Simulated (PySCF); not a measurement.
**Sb⁻ (antimony, charge -1): PBE calculation**

Configuration: [Kr] 4d10 5s2 5p4, high-spin 3P determinant. Calculation: PySCF 2.14, in aug-cc-pwCVTZ-PP with ECP28MDF (8s7p6d4f1g, 96 functions); scalar relativity through the core potential.

```
Total energy                                                  : -240.2444 hartree
One-electron energy                                           : -425.0533 hartree
Hartree (Coulomb) energy                                      : 204.3053 hartree
Exchange-correlation energy                                   : -19.4964 hartree
⟨S²⟩                                                          : 2.0063
⟨L²⟩                                                          : 2.035
Sum of ⟨r⟩                                                    : 35.13 bohr
Sum of ⟨r²⟩                                                   : 85.43 bohr²
Traceless quadrupole moment −½Σ⟨3z² − r²⟩ along its main axis : -6.39 e·bohr²
```

| shell | electrons | mean orbital energy (hartree) | spread (hartree) | rms radius, mean of both spins (bohr) |
| --- | --- | --- | --- | --- |
| 4s α | 1 | -5.26841 | 0 | 0.847 |
| 4s β | 1 | -5.26545 | 0 | 0.847 |
| 4p α | 3 | -3.53619 | 0.01030 | 0.917 |
| 4p β | 3 | -3.53320 | 0.00736 | 0.917 |
| 4d α | 5 | -0.97688 | 0.01258 | 1.12 |
| 4d β | 5 | -0.97089 | 0.00758 | 1.12 |
| 5s α | 1 | -0.25830 | 0 | 2.43 |
| 5s β | 1 | -0.21787 | 0 | 2.43 |
| 5p α | 3 | 0.01949 | 0.02628 | 3.69 |
| 5p β | 1 | 0.05287 | 0 | 3.69 |

Energies and moments cover only the electrons outside the core potential. At PBE the highest occupied level has a positive energy, so only the finite basis holds that electron; in a semilocal or global hybrid functional this comes from self-interaction and does not mean that the real anion is unbound.
